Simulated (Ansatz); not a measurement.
Geometry optimisation of `C[O][W]([CH3])(=[O])=[S]`.

```yaml
crystal:
  periodic: [false, false, false]
  atoms:
    - {symbol: C, position_ang: [-0.718860, -0.972720, 2.064000]}
    - {symbol: O, position_ang: [-0.264030, -0.164190, 1.020140]}
    - {symbol: W, position_ang: [0.421690, 1.036360, -0.134460]}
    - {symbol: C, position_ang: [0.507190, -0.012900, -2.066580]}
    - {symbol: O, position_ang: [1.978990, 1.653370, 0.011790]}
    - {symbol: S, position_ang: [-0.983130, 2.651960, -0.592710]}
    - {symbol: H, position_ang: [-1.817600, -0.990730, 2.071620]}
    - {symbol: H, position_ang: [-0.342530, -1.996250, 1.934660]}
    - {symbol: H, position_ang: [-0.357430, -0.577900, 3.024040]}
    - {symbol: H, position_ang: [0.856530, 0.646620, -2.880700]}
    - {symbol: H, position_ang: [-0.477310, -0.398120, -2.390400]}
    - {symbol: H, position_ang: [1.196490, -0.875500, -2.061400]}
basis:
  gaussian: {orbitals: def2-TZVP}
hamiltonian: {xc: pbe0, dispersion: d4}
relax: {f_tol: 0.005, max_steps: 150}
```

```sh
$ ansatz run in.yaml --threads 4 --pin off --events-out ev --progress --plain --max-ram 11315MiB
```

Output, abridged:

```
Functional definition: PBE0
mean field -18922.72340807 eV, -695.3972589638 hartree, gradient 6.3e-5 eV, S^2 0.000000; 0 other end points of the search recorded, 0 dependent functions left out
relax step   1: F+E_penalty+E_count = -18922.98525151 eV  Δ(F+E_penalty+E_count) = +0.000e0 eV  max|allowed force component| = 3.246e0 eV/Å  Δτ_max = 0.0000 Å  (33 SCF iters, accepted)
mean field -18922.91126042 eV, -695.4041624107 hartree, gradient 1.4e-5 eV, S^2 0.000000; 0 other end points of the search recorded, 0 dependent functions left out
relax step   2: F+E_penalty+E_count = -18923.17733455 eV  Δ(F+E_penalty+E_count) = -1.921e-1 eV  max|allowed force component| = 1.350e0 eV/Å  Δτ_max = 0.1461 Å  (41 SCF iters, accepted)
mean field -18922.96772696 eV, -695.4062375175 hartree, gradient 1.6e-5 eV, S^2 0.000000; 0 other end points of the search recorded, 0 dependent functions left out
relax step   3: F+E_penalty+E_count = -18923.23151451 eV  Δ(F+E_penalty+E_count) = -5.418e-2 eV  max|allowed force component| = 2.872e-1 eV/Å  Δτ_max = 0.0524 Å  (43 SCF iters, accepted)
mean field -18922.97637999 eV, -695.4065555107 hartree, gradient 1.7e-5 eV, S^2 0.000000; 0 other end points of the search recorded, 0 dependent functions left out
relax step   4: F+E_penalty+E_count = -18923.23947960 eV  Δ(F+E_penalty+E_count) = -7.965e-3 eV  max|allowed force component| = 3.702e-1 eV/Å  Δτ_max = 0.0626 Å  (44 SCF iters, accepted)
mean field -18922.98668316 eV, -695.4069341452 hartree, gradient 1.6e-5 eV, S^2 0.000000; 0 other end points of the search recorded, 0 dependent functions left out
relax step   5: F+E_penalty+E_count = -18923.25061232 eV  Δ(F+E_penalty+E_count) = -1.113e-2 eV  max|allowed force component| = 2.290e-1 eV/Å  Δτ_max = 0.0607 Å  (35 SCF iters, accepted)
mean field -18922.99378572 eV, -695.4071951592 hartree, gradient 1.5e-5 eV, S^2 0.000000; 0 other end points of the search recorded, 0 dependent functions left out
relax step   6: F+E_penalty+E_count = -18923.25780081 eV  Δ(F+E_penalty+E_count) = -7.188e-3 eV  max|allowed force component| = 1.770e-1 eV/Å  Δτ_max = 0.0638 Å  (37 SCF iters, accepted)
mean field -18922.99292878 eV, -695.4071636673 hartree, gradient 1.4e-5 eV, S^2 0.000000; 0 other end points of the search recorded, 0 dependent functions left out
relax step   7: F+E_penalty+E_count = -18923.25740694 eV  Δ(F+E_penalty+E_count) = +3.939e-4 eV  max|allowed force component| = 5.225e-1 eV/Å  Δτ_max = 0.1891 Å  (42 SCF iters, rejected (line search))
mean field -18923.00360608 eV, -695.4075560509 hartree, gradient 1.7e-5 eV, S^2 0.000000; 0 other end points of the search recorded, 0 dependent functions left out
relax step   8: F+E_penalty+E_count = -18923.26838362 eV  Δ(F+E_penalty+E_count) = -1.058e-2 eV  max|allowed force component| = 1.435e-1 eV/Å  Δτ_max = 0.0944 Å  (43 SCF iters, accepted)
mean field -18923.00877236 eV, -695.4077459083 hartree, gradient 1.7e-5 eV, S^2 0.000000; 0 other end points of the search recorded, 0 dependent functions left out
relax step   9: F+E_penalty+E_count = -18923.27426335 eV  Δ(F+E_penalty+E_count) = -5.880e-3 eV  max|allowed force component| = 2.014e-1 eV/Å  Δτ_max = 0.0955 Å  (42 SCF iters, accepted)
mean field -18923.00857574 eV, -695.4077386826 hartree, gradient 1.6e-5 eV, S^2 0.000000; 0 other end points of the search recorded, 0 dependent functions left out
relax step  10: F+E_penalty+E_count = -18923.27472387 eV  Δ(F+E_penalty+E_count) = -4.605e-4 eV  max|allowed force component| = 1.869e-1 eV/Å  Δτ_max = 0.0581 Å  (37 SCF iters, accepted)
mean field -18923.00983170 eV, -695.4077848384 hartree, gradient 1.8e-5 eV, S^2 0.000000; 0 other end points of the search recorded, 0 dependent functions left out
relax step  11: F+E_penalty+E_count = -18923.27627535 eV  Δ(F+E_penalty+E_count) = -1.551e-3 eV  max|allowed force component| = 1.832e-1 eV/Å  Δτ_max = 0.0515 Å  (37 SCF iters, accepted)
mean field -18923.01311233 eV, -695.4079053991 hartree, gradient 1.8e-5 eV, S^2 0.000000; 0 other end points of the search recorded, 0 dependent functions left out
relax step  12: F+E_penalty+E_count = -18923.27938983 eV  Δ(F+E_penalty+E_count) = -3.114e-3 eV  max|allowed force component| = 2.594e-1 eV/Å  Δτ_max = 0.0841 Å  (35 SCF iters, accepted)
mean field -18923.01432035 eV, -695.4079497930 hartree, gradient 1.6e-5 eV, S^2 0.000000; 0 other end points of the search recorded, 0 dependent functions left out
relax step  13: F+E_penalty+E_count = -18923.28098789 eV  Δ(F+E_penalty+E_count) = -1.598e-3 eV  max|allowed force component| = 1.275e-1 eV/Å  Δτ_max = 0.0119 Å  (39 SCF iters, accepted)
mean field -18923.01503073 eV, -695.4079758991 hartree, gradient 1.1e-5 eV, S^2 0.000000; 0 other end points of the search recorded, 0 dependent functions left out
relax step  14: F+E_penalty+E_count = -18923.28220649 eV  Δ(F+E_penalty+E_count) = -1.219e-3 eV  max|allowed force component| = 4.997e-2 eV/Å  Δτ_max = 0.0345 Å  (37 SCF iters, accepted)
mean field -18923.01573147 eV, -695.4080016509 hartree, gradient 1.0e-5 eV, S^2 0.000000; 0 other end points of the search recorded, 0 dependent functions left out
relax step  15: F+E_penalty+E_count = -18923.28331589 eV  Δ(F+E_penalty+E_count) = -1.109e-3 eV  max|allowed force component| = 1.072e-1 eV/Å  Δτ_max = 0.0572 Å  (36 SCF iters, accepted)
mean field -18923.01665163 eV, -695.4080354659 hartree, gradient 2.4e-5 eV, S^2 0.000000; 0 other end points of the search recorded, 0 dependent functions left out
relax step  16: F+E_penalty+E_count = -18923.28447661 eV  Δ(F+E_penalty+E_count) = -1.161e-3 eV  max|allowed force component| = 1.042e-1 eV/Å  Δτ_max = 0.0484 Å  (36 SCF iters, accepted)
mean field -18923.01775126 eV, -695.4080758766 hartree, gradient 2.1e-5 eV, S^2 0.000000; 0 other end points of the search recorded, 0 dependent functions left out
relax step  17: F+E_penalty+E_count = -18923.28584791 eV  Δ(F+E_penalty+E_count) = -1.371e-3 eV  max|allowed force component| = 8.551e-2 eV/Å  Δτ_max = 0.0573 Å  (37 SCF iters, accepted)
mean field -18923.01780619 eV, -695.4080778951 hartree, gradient 2.0e-5 eV, S^2 0.000000; 0 other end points of the search recorded, 0 dependent functions left out
relax step  18: F+E_penalty+E_count = -18923.28646527 eV  Δ(F+E_penalty+E_count) = -6.174e-4 eV  max|allowed force component| = 8.102e-2 eV/Å  Δτ_max = 0.0472 Å  (37 SCF iters, accepted)
mean field -18923.01802271 eV, -695.4080858523 hartree, gradient 1.3e-5 eV, S^2 0.000000; 0 other end points of the search recorded, 0 dependent functions left out
relax step  19: F+E_penalty+E_count = -18923.28706535 eV  Δ(F+E_penalty+E_count) = -6.001e-4 eV  max|allowed force component| = 1.119e-1 eV/Å  Δτ_max = 0.0531 Å  (37 SCF iters, accepted)
mean field -18923.01853908 eV, -695.4081048285 hartree, gradient 1.6e-5 eV, S^2 0.000000; 0 other end points of the search recorded, 0 dependent functions left out
relax step  20: F+E_penalty+E_count = -18923.28757049 eV  Δ(F+E_penalty+E_count) = -5.051e-4 eV  max|allowed force component| = 6.687e-2 eV/Å  Δτ_max = 0.0108 Å  (39 SCF iters, accepted)
mean field -18923.01862697 eV, -695.4081080583 hartree, gradient 1.6e-5 eV, S^2 0.000000; 0 other end points of the search recorded, 0 dependent functions left out
relax step  21: F+E_penalty+E_count = -18923.28771981 eV  Δ(F+E_penalty+E_count) = -1.493e-4 eV  max|allowed force component| = 3.470e-2 eV/Å  Δτ_max = 0.0126 Å  (39 SCF iters, accepted)
mean field -18923.01862938 eV, -695.4081081469 hartree, gradient 1.6e-5 eV, S^2 0.000000; 0 other end points of the search recorded, 0 dependent functions left out
relax step  22: F+E_penalty+E_count = -18923.28778447 eV  Δ(F+E_penalty+E_count) = -6.467e-5 eV  max|allowed force component| = 6.871e-3 eV/Å  Δτ_max = 0.0083 Å  (40 SCF iters, accepted)
mean field -18923.01859733 eV, -695.4081069693 hartree, gradient 1.6e-5 eV, S^2 0.000000; 0 other end points of the search recorded, 0 dependent functions left out
relax step  23: F+E_penalty+E_count = -18923.28779882 eV  Δ(F+E_penalty+E_count) = -1.435e-5 eV  max|allowed force component| = 5.182e-3 eV/Å  Δτ_max = 0.0076 Å  (40 SCF iters, accepted)
mean field -18923.01857051 eV, -695.4081059837 hartree, gradient 1.6e-5 eV, S^2 0.000000; 0 other end points of the search recorded, 0 dependent functions left out
relax step  24: F+E_penalty+E_count = -18923.28780314 eV  Δ(F+E_penalty+E_count) = -4.318e-6 eV  max|allowed force component| = 3.003e-3 eV/Å  Δτ_max = 0.0056 Å  (39 SCF iters, accepted)
mean field -18923.01857051 eV, -695.4081059837 hartree, gradient 1.6e-5 eV, S^2 0.000000; 1 other end points of the search recorded, 0 dependent functions left out
Total energy: -18923.28783729 eV, -695.4180013551 hartree
Atom 0 at    -0.716231    -0.907662     2.050677 Å, force    -0.002498    -0.000961     0.002943 eV/Å
Atom 1 at     0.128574    -0.453861     1.020574 Å, force     0.001829     0.000305    -0.000948 eV/Å
Atom 2 at     0.411700     0.890803    -0.212383 Å, force    -0.000734     0.001330    -0.003003 eV/Å
Atom 3 at     0.539432     0.015963    -2.123753 Å, force     0.000257    -0.000110     0.000787 eV/Å
Atom 4 at     1.905093     1.674213     0.005866 Å, force     0.000898     0.000246     0.000512 eV/Å
Atom 5 at    -1.187600     2.302964    -0.316715 Å, force    -0.000290    -0.000018     0.000589 eV/Å
Atom 6 at    -1.697649    -0.432914     1.981598 Å, force     0.001337    -0.000551    -0.000897 eV/Å
Atom 7 at    -0.825482    -1.989945     1.955882 Å, force    -0.000729     0.000108     0.001086 eV/Å
Atom 8 at    -0.263534    -0.678342     3.017710 Å, force     0.000001    -0.000377    -0.000774 eV/Å
Atom 9 at     0.743856     0.775976    -2.880845 Å, force     0.000041     0.000269    -0.000160 eV/Å
Atom 10 at    -0.397777    -0.487822    -2.373348 Å, force    -0.000139    -0.000030    -0.000037 eV/Å
Atom 11 at     1.359619    -0.709373    -2.125263 Å, force     0.000027    -0.000212    -0.000098 eV/Å
Dipole moment:    -0.273785    -0.791324     0.156135 e Å
```

It took 2.6 min on 4 threads of an Arm Neoverse V1 on a shared host, with 0.77 GiB of host memory at the peak.
